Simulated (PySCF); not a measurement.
A geometry optimisation, step by step.

Species: C3H6BF3.
Numbering: `[CH3:1][BH:2][CH2:3][C:4]([F:5])([F:6])[F:7]` (hydrogens: H8, H9, H10 on C1; H11 on B2; H12, H13 on C3)

Computed by this run: PBE0-D3(BJ)/def2-SVP geometry optimisation, gas phase in PySCF; density fitting, grid level 1; the optimiser is geomeTRIC in internal coordinates, started from a GFN2-xTB structure with every atom displaced at random (about 0.01 Å). 10 of its 18 geometries are shown. The frame can shift and turn from step to step; on so coarse a grid that alone can change the energy by a few meV, and forces under 0.02 eV/Å are noise.

Step 0: E = -12014.7360 eV, largest atomic force 3.314 eV/Å
```
atom  x, y, z in Å  |  force x, y, z in eV/Å
C1      2.060   -0.523    0.247   -1.484   1.682   0.348
B2      0.500   -0.658   -0.015    0.894   1.392   0.311
C3     -0.440    0.632    0.000    1.135  -0.205   0.364
C4     -1.851    0.369   -0.239   -3.300  -0.271  -0.117
F5     -2.629    1.486   -0.219    0.720  -0.104   0.044
F6     -2.428   -0.446    0.681    0.752   0.170  -0.145
F7     -2.110   -0.200   -1.431    0.578   0.032   0.100
H8      2.394    0.528    0.395   -0.120  -0.362  -0.031
H9      2.332   -1.080    1.132    0.237  -0.579   0.601
H10     2.605   -0.922   -0.575    0.756  -0.723  -1.042
H11     0.033   -1.711   -0.206   -0.447  -0.974  -0.187
H12    -0.337    1.147    0.977    0.030  -0.106  -0.203
H13    -0.123    1.362   -0.758    0.251   0.049  -0.043
```

Step 2: E = -12014.9045 eV, largest atomic force 0.406 eV/Å
```
atom  x, y, z in Å  |  force x, y, z in eV/Å
C1      2.086   -0.365   -0.053    0.031   0.050  -0.023
B2      0.545   -0.577   -0.150   -0.020  -0.037   0.011
C3     -0.468    0.594    0.133   -0.283  -0.133  -0.008
C4     -1.934    0.258   -0.007   -0.043  -0.047   0.000
F5     -2.727    1.277    0.330   -0.034   0.373   0.156
F6     -2.299   -0.772    0.768    0.216  -0.065   0.061
F7     -2.260   -0.066   -1.262    0.185  -0.117  -0.201
H8      2.421    0.674    0.086   -0.006  -0.013   0.010
H9      2.440   -0.960    0.811    0.005  -0.002  -0.006
H10     2.611   -0.801   -0.921   -0.042  -0.011   0.020
H11     0.117   -1.682   -0.399    0.021   0.004  -0.027
H12    -0.294    0.953    1.163    0.008   0.005  -0.004
H13    -0.234    1.455   -0.517   -0.038  -0.008   0.012
```

Step 4: E = -12014.9145 eV, largest atomic force 0.035 eV/Å
```
atom  x, y, z in Å  |  force x, y, z in eV/Å
C1      2.082   -0.359   -0.058   -0.012   0.018   0.028
B2      0.541   -0.577   -0.151   -0.006  -0.007  -0.021
C3     -0.476    0.589    0.138    0.019   0.001   0.022
C4     -1.932    0.256    0.002   -0.006  -0.020   0.007
F5     -2.720    1.291    0.325    0.006  -0.011  -0.021
F6     -2.281   -0.764    0.796   -0.007   0.017   0.005
F7     -2.240   -0.095   -1.253   -0.008  -0.001   0.018
H8      2.414    0.678    0.093    0.004   0.001  -0.002
H9      2.444   -0.966    0.794    0.003   0.000  -0.005
H10     2.596   -0.786   -0.935   -0.003  -0.003  -0.014
H11     0.122   -1.681   -0.420   -0.001  -0.005  -0.010
H12    -0.297    0.953    1.165    0.006   0.002  -0.004
H13    -0.248    1.449   -0.514    0.005   0.007  -0.003
```

Step 6: E = -12014.9161 eV, largest atomic force 0.162 eV/Å
```
atom  x, y, z in Å  |  force x, y, z in eV/Å
C1      2.080   -0.353   -0.076   -0.011  -0.056   0.001
B2      0.539   -0.576   -0.175   -0.002  -0.009  -0.008
C3     -0.478    0.580    0.145    0.151   0.059   0.006
C4     -1.934    0.250    0.041   -0.075   0.063  -0.042
F5     -2.712    1.311    0.307    0.035  -0.076  -0.016
F6     -2.279   -0.716    0.899   -0.051  -0.033   0.033
F7     -2.256   -0.173   -1.189   -0.018   0.008   0.034
H8      2.409    0.677    0.121    0.009   0.021  -0.008
H9      2.456   -0.999    0.740   -0.010   0.003  -0.011
H10     2.581   -0.737   -0.981    0.007   0.024   0.013
H11     0.130   -1.671   -0.491   -0.016   0.001   0.006
H12    -0.274    0.958    1.162   -0.011   0.001   0.003
H13    -0.260    1.434   -0.520   -0.010  -0.005  -0.011
```

Step 8: E = -12014.9173 eV, largest atomic force 0.035 eV/Å
```
atom  x, y, z in Å  |  force x, y, z in eV/Å
C1      2.077   -0.373   -0.085    0.003   0.011  -0.004
B2      0.535   -0.578   -0.187   -0.002  -0.013   0.005
C3     -0.468    0.588    0.143   -0.034  -0.007   0.006
C4     -1.932    0.264    0.058    0.027  -0.002  -0.001
F5     -2.699    1.332    0.312   -0.005   0.022   0.013
F6     -2.278   -0.685    0.938    0.015   0.007  -0.003
F7     -2.271   -0.179   -1.158    0.005  -0.002  -0.013
H8      2.413    0.652    0.129   -0.002  -0.009   0.003
H9      2.448   -1.036    0.719   -0.001  -0.005   0.002
H10     2.580   -0.739   -0.996   -0.004  -0.006  -0.001
H11     0.108   -1.665   -0.509   -0.002   0.000  -0.001
H12    -0.252    0.974    1.154    0.003   0.007  -0.004
H13    -0.256    1.433   -0.536   -0.003  -0.004  -0.004
```

Step 9: E = -12014.9175 eV, largest atomic force 0.077 eV/Å
```
atom  x, y, z in Å  |  force x, y, z in eV/Å
C1      2.073   -0.390   -0.088    0.005   0.023   0.003
B2      0.529   -0.583   -0.190    0.002   0.001   0.008
C3     -0.462    0.594    0.140   -0.073  -0.025   0.003
C4     -1.928    0.278    0.065    0.042  -0.028   0.020
F5     -2.688    1.351    0.319   -0.017   0.042   0.013
F6     -2.275   -0.665    0.951    0.024   0.018  -0.018
F7     -2.277   -0.168   -1.147    0.006   0.001  -0.017
H8      2.416    0.631    0.133   -0.004  -0.014   0.004
H9      2.438   -1.061    0.712    0.003  -0.007   0.004
H10     2.575   -0.753   -1.001   -0.006  -0.016  -0.008
H11     0.090   -1.664   -0.513    0.004   0.000  -0.003
H12    -0.239    0.984    1.148    0.008   0.009  -0.006
H13    -0.250    1.433   -0.546    0.006  -0.004  -0.003
```

Step 11: E = -12014.9181 eV, largest atomic force 0.138 eV/Å
```
atom  x, y, z in Å  |  force x, y, z in eV/Å
C1      2.037   -0.538   -0.097    0.005   0.039   0.042
B2      0.484   -0.615   -0.196    0.003   0.046   0.003
C3     -0.414    0.639    0.118   -0.124  -0.060   0.004
C4     -1.898    0.406    0.095    0.039  -0.094   0.068
F5     -2.589    1.518    0.369   -0.037   0.061   0.006
F6     -2.265   -0.514    1.000    0.033   0.063  -0.063
F7     -2.310   -0.028   -1.101    0.001   0.006  -0.018
H8      2.451    0.452    0.144   -0.001  -0.019  -0.001
H9      2.354   -1.250    0.688    0.014  -0.007   0.003
H10     2.513   -0.913   -1.019   -0.011  -0.035  -0.027
H11    -0.042   -1.660   -0.507    0.020  -0.007  -0.012
H12    -0.140    1.058    1.101    0.021   0.006  -0.006
H13    -0.179    1.432   -0.613    0.037   0.000   0.003
```

Step 13: E = -12014.9189 eV, largest atomic force 0.032 eV/Å
```
atom  x, y, z in Å  |  force x, y, z in eV/Å
C1      2.000   -0.669   -0.082   -0.007  -0.015   0.010
B2      0.444   -0.645   -0.179   -0.003   0.012  -0.007
C3     -0.378    0.666    0.107    0.032  -0.006   0.002
C4     -1.870    0.529    0.093   -0.023   0.018  -0.009
F5     -2.491    1.683    0.378    0.010  -0.013  -0.010
F6     -2.288   -0.370    0.993   -0.010   0.000   0.001
F7     -2.314    0.132   -1.105   -0.003  -0.002   0.007
H8      2.484    0.290    0.149    0.004   0.004  -0.004
H9      2.279   -1.401    0.700   -0.001   0.003  -0.001
H10     2.432   -1.083   -1.010    0.002   0.001   0.003
H11    -0.139   -1.662   -0.483   -0.001  -0.001  -0.001
H12    -0.066    1.099    1.073   -0.005  -0.007   0.005
H13    -0.089    1.417   -0.650    0.005   0.006   0.004
```

Step 15: E = -12014.9186 eV, largest atomic force 0.023 eV/Å
```
atom  x, y, z in Å  |  force x, y, z in eV/Å
C1      1.986   -0.710   -0.074   -0.003  -0.010  -0.005
B2      0.432   -0.654   -0.175   -0.002  -0.007  -0.006
C3     -0.365    0.673    0.104    0.020   0.004  -0.004
C4     -1.861    0.567    0.087   -0.004   0.018  -0.014
F5     -2.457    1.734    0.369    0.006  -0.005  -0.007
F6     -2.299   -0.322    0.986   -0.009  -0.005   0.010
F7     -2.311    0.178   -1.112    0.003  -0.001   0.002
H8      2.491    0.241    0.153    0.001   0.002   0.000
H9      2.252   -1.444    0.709   -0.003   0.002   0.003
H10     2.409   -1.135   -1.001    0.003   0.003   0.006
H11    -0.170   -1.661   -0.477   -0.003   0.001   0.001
H12    -0.047    1.106    1.069   -0.005  -0.009   0.006
H13    -0.058    1.414   -0.656   -0.004   0.007   0.007
```

Step 17: E = -12014.9190 eV, largest atomic force under 0.02 eV/Å
```
atom  x, y, z in Å  |  force x, y, z in eV/Å
C1      1.987   -0.706   -0.075    0.002   0.001  -0.001
B2      0.433   -0.652   -0.180    0.001  -0.003   0.000
C3     -0.365    0.673    0.105   -0.012   0.001  -0.002
C4     -1.861    0.563    0.087    0.009  -0.009   0.005
F5     -2.460    1.731    0.358   -0.003   0.009   0.000
F6     -2.297   -0.319    0.996   -0.002   0.006  -0.010
F7     -2.311    0.161   -1.107    0.005   0.004  -0.006
H8      2.489    0.245    0.155   -0.001  -0.002   0.002
H9      2.249   -1.441    0.710   -0.001  -0.001   0.004
H10     2.417   -1.130   -0.999    0.000  -0.004   0.001
H11    -0.168   -1.658   -0.489    0.000   0.001  -0.001
H12    -0.051    1.100    1.073    0.004  -0.007   0.003
H13    -0.059    1.420   -0.650   -0.002   0.003   0.005
```

**Question.** Summarise the path.

**Answer.** The energy falls by 17.65 kJ/mol from step 0 to step 17; nine tenths of that is first reached at step 2. It rises by more than 0.2 meV at step 14. The largest force goes from 3.314 to under 0.02 eV/Å. Among the bonds C3–C4 changes most, from 1.454 to 1.500 Å; the atoms move by 0.064 Å rms after alignment.

**Question.** Follow the three bonds and two angles with the largest change from start to end.

**Answer.** 
```tsv
step	E above end (kJ/mol)	largest force (eV/Å)	C3–C4 (Å)	B2–H11 (Å)	C1–H10 (Å)	H9–C1–H10 (°)	B2–C3–H13 (°)
0	17.65	3.314	1.454	1.167	1.064	108.1	111.1
1	3.64	1.588	1.518	1.213	1.111	104.8	110.0
2	1.40	0.406	1.510	1.211	1.104	104.5	109.8
3	0.51	0.105	1.502	1.211	1.102	104.4	109.8
4	0.43	0.035	1.500	1.211	1.103	104.4	109.6
5	0.35	0.116	1.496	1.211	1.103	104.3	109.1
6	0.28	0.162	1.496	1.211	1.104	104.3	108.5
7	0.21	0.064	1.499	1.211	1.104	104.3	108.3
8	0.16	0.035	1.501	1.211	1.103	104.4	108.4
9	0.14	0.077	1.502	1.211	1.103	104.4	108.5
10	0.10	0.134	1.502	1.211	1.103	104.5	108.6
11	0.08	0.138	1.502	1.211	1.103	104.5	108.6
12	0.03	0.078	1.500	1.211	1.103	104.5	108.3
13	0.01	0.032	1.499	1.211	1.104	104.3	107.8
14	0.05	0.043	1.499	1.211	1.104	104.3	107.6
15	0.03	0.023	1.500	1.211	1.104	104.3	107.6
16	0.02	under 0.02	1.500	1.211	1.104	104.3	107.7
17	0.00	under 0.02	1.500	1.211	1.104	104.3	107.8
```

What follows is the cost of the whole optimisation. The run took 95 s wall on one thread, Arm Neoverse V2 (aarch64), no GPU, on a shared host, and the process peaked at 0.53 GiB of memory.
